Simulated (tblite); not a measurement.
BH7O2Si3.
Bonds: B1–O2, O2–Si3, Si3–Si4, Si4–O5, O5–Si6, B1–Si6. Hydrogens: H7 on B1; H8, H9 on Si3; H10, H11 on Si4; H12, H13 on Si6.

Computed with GFN2-xTB (tblite), gas phase: L-BFGS steps from a force-field or distance-geometry start until the largest atomic force falls under 0.01 eV/Å.

At the end of the run (lengths in Å): B1–O2 1.325, Si4–O5 1.628, O5–Si6 1.651, O2–Si3 1.646, Si3–Si4 2.309, B1–Si6 1.978, Si3–H9 1.469, B1–O2–Si3 142.8°, Si4–O5–Si6 142.7°, B1–Si6–O5 106.1°, O2–Si3–Si4 105.5°, Si6–B1–O2–Si3 0°, B1–O2–Si3–Si4 -1°, O2–Si3–Si4–O5 2°, H7–B1–O2–Si3 179°, H7–B1–Si6–O5 -178°.

Task: These geometries were met on the way; a selection of coordinates is given. Order them by energy above the end point, lowest first.
A. B1–O2 1.367, Si4–O5 1.639, O5–Si6 1.652, O2–Si3 1.617, Si3–Si4 2.264, B1–Si6 1.936, Si3–H9 1.434, B1–O2–Si3 117.8°, Si4–O5–Si6 120.6°, B1–Si6–O5 105.6°, O2–Si3–Si4 106.5°, Si6–B1–O2–Si3 -61°, B1–O2–Si3–Si4 50°, O2–Si3–Si4–O5 -42°, H7–B1–O2–Si3 105°, H7–B1–Si6–O5 -110°
B. B1–O2 1.318, Si4–O5 1.632, O5–Si6 1.675, O2–Si3 1.643, Si3–Si4 2.286, B1–Si6 1.986, Si3–H9 1.469, B1–O2–Si3 134.4°, Si4–O5–Si6 134.8°, B1–Si6–O5 97.7°, O2–Si3–Si4 101.7°, Si6–B1–O2–Si3 -53°, B1–O2–Si3–Si4 44°, O2–Si3–Si4–O5 -30°, H7–B1–O2–Si3 115°, H7–B1–Si6–O5 -126°
C. B1–O2 1.484, Si4–O5 1.733, O5–Si6 1.735, O2–Si3 1.722, Si3–Si4 2.258, B1–Si6 1.956, Si3–H9 1.475, B1–O2–Si3 105.5°, Si4–O5–Si6 107.5°, B1–Si6–O5 110.0°, O2–Si3–Si4 107.0°, Si6–B1–O2–Si3 -69°, B1–O2–Si3–Si4 58°, O2–Si3–Si4–O5 -55°, H7–B1–O2–Si3 99°, H7–B1–Si6–O5 -99°
D. B1–O2 1.318, Si4–O5 1.625, O5–Si6 1.646, O2–Si3 1.639, Si3–Si4 2.323, B1–Si6 1.978, Si3–H9 1.466, B1–O2–Si3 146.5°, Si4–O5–Si6 140.7°, B1–Si6–O5 98.8°, O2–Si3–Si4 100.9°, Si6–B1–O2–Si3 -25°, B1–O2–Si3–Si4 20°, O2–Si3–Si4–O5 -19°, H7–B1–O2–Si3 148°, H7–B1–Si6–O5 -147°
E. B1–O2 1.343, Si4–O5 1.637, O5–Si6 1.654, O2–Si3 1.639, Si3–Si4 2.339, B1–Si6 1.979, Si3–H9 1.476, B1–O2–Si3 139.8°, Si4–O5–Si6 131.3°, B1–Si6–O5 101.7°, O2–Si3–Si4 99.4°, Si6–B1–O2–Si3 -51°, B1–O2–Si3–Si4 44°, O2–Si3–Si4–O5 -31°, H7–B1–O2–Si3 117°, H7–B1–Si6–O5 -127°

Result: D (0.172 eV), E (0.297 eV), B (0.500 eV), A (0.878 eV), C (1.733 eV).

| step | E above end (eV) | rms distance from the end, all atoms (Å) | largest force (eV/Å) | rms shift of all bonds from the end (Å) |
| --- | --- | --- | --- | --- |
| 17 | 0.172 | 0.245 | 0.300 | 0.007 |
| 13 | 0.297 | 0.354 | 0.557 | 0.016 |
| 8 | 0.500 | 0.427 | 0.633 | 0.011 |
| 4 | 0.878 | 0.533 | 0.966 | 0.027 |
| 0 | 1.733 | 0.605 | 3.299 | 0.063 |

Rows stand in the order of the answer.
